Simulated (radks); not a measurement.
All-electron atom: Sc in [Ar] 3d1 4s1 4p1 (not the ground configuration). All-electron calculation, scalar-relativistic Kohn-Sham, RPBE, spin-polarised, spherical densities, point nucleus; open shells are filled with parallel spins first. Program: a radial shooting solver on a logarithmic mesh with Libxc functionals.

Normalised radial functions P(r) = r R(r), r in bohr:

r	3p up	3p down	3d up
0.003629	0.0014	0.0014	0.0000
0.004192	0.0018	0.0018	0.0000
0.004802	0.0024	0.0024	0.0000
0.005546	0.0031	0.0031	0.0000
0.006354	0.0040	0.0040	0.0000
0.00728	0.0052	0.0052	0.0000
0.008407	0.0068	0.0068	0.0000
0.009632	0.0088	0.0088	0.0000
0.01112	0.0115	0.0115	0.0001
0.01274	0.0148	0.0148	0.0001
0.01472	0.0192	0.0193	0.0001
0.01686	0.0246	0.0246	0.0002
0.01932	0.0314	0.0314	0.0003
0.02231	0.0405	0.0405	0.0004
0.02556	0.0512	0.0513	0.0006
0.02952	0.0654	0.0655	0.0010
0.03382	0.0820	0.0821	0.0014
0.03906	0.1034	0.1035	0.0021
0.04475	0.1277	0.1279	0.0030
0.05127	0.1565	0.1567	0.0044
0.05921	0.1921	0.1923	0.0064
0.06784	0.2305	0.2308	0.0091
0.07834	0.2758	0.2761	0.0131
0.08975	0.3218	0.3221	0.0184
0.1037	0.3719	0.3722	0.0260
0.1188	0.4176	0.4180	0.0359
0.1361	0.4581	0.4585	0.0489
0.1571	0.4897	0.4901	0.0671
0.18	0.5028	0.5032	0.0893
0.2079	0.4918	0.4921	0.1191
0.2382	0.4515	0.4516	0.1540
0.2751	0.3714	0.3713	0.1987
0.3152	0.2577	0.2574	0.2483
0.3611	0.1081	0.1074	0.3048
0.417	-0.0832	-0.0842	0.3708
0.4777	-0.2839	-0.2852	0.4369
0.5517	-0.5006	-0.5020	0.5079
0.6321	-0.6909	-0.6923	0.5731
0.73	-0.8555	-0.8569	0.6350
0.8364	-0.9576	-0.9592	0.6811
0.9582	-0.9964	-0.9980	0.7107
1.107	-0.9663	-0.9675	0.7209
1.268	-0.8788	-0.8793	0.7097
1.464	-0.7415	-0.7406	0.6771
1.678	-0.5907	-0.5884	0.6300
1.937	-0.4314	-0.4286	0.5677
2.22	-0.2981	-0.2966	0.5024
2.543	-0.1915	-0.1915	0.4362
2.937	-0.1101	-0.1100	0.3677
3.365	-0.0595	-0.0587	0.3038
3.886	-0.0276	-0.0266	0.2376
4.452	-0.0118	-0.0110	0.1786
5.141	-0.0041	-0.0036	0.1235
5.89	-0.0013	-0.0011	0.0814
6.749	-0.0003	-0.0003	0.0502
7.794	-0.0001	-0.0001	0.0281
8.929	0.0000	0.0000	0.0150
10.31	0.0000	0.0000	0.0069
11.81	0.0000	0.0000	0.0029
13.64	0.0000	0.0000	0.0010
15.63	0.0000	0.0000	0.0003

3p up: eigenvalue -35.097 eV, 1 radial node at r = 0.393 bohr, <r> = 1.17 bohr, 90 % of the charge inside 1.80 bohr. 3p down: eigenvalue -34.148 eV, 1 radial node at r = 0.392 bohr, <r> = 1.17 bohr, 90 % of the charge inside 1.80 bohr. 3d up: eigenvalue -4.584 eV, 0 radial nodes, <r> = 1.82 bohr, 90 % of the charge inside 3.28 bohr.
